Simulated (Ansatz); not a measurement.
Molecule: FeH, charge 0, multiplicity 4. The spin state was set by rule; other spins were not relaxed. 
Structure (B3LYP-D3(BJ)/def2-TZVP (Ansatz, a first-principles code) minimum search):
```
Fe
H 1 1.5707
```
Charge 0, spin multiplicity 4.

Dipole moments at this geometry, in debye (magnitudes). The program attaches cautions to the CCSD(T)/def2-SVPD run: other amplitudes.

```
level                 program  dipole (D)
--------------------  -------  ----------
revPBE/def2-TZVPD      Ansatz        2.58
B3LYP/def2-TZVPD       Ansatz         ___
r2SCANh/def2-TZVPD     Ansatz        2.60
CAM-B3LYP/def2-TZVPD   Ansatz        2.89
LC-wPBE/def2-TZVPD     Ansatz        3.49
CCSD(T)/def2-SVPD      Ansatz         ___
```

Q: Complete the blanks.

A: 
- B3LYP/def2-TZVPD, dipole (D): 2.68
- CCSD(T)/def2-SVPD, dipole (D): 1.39
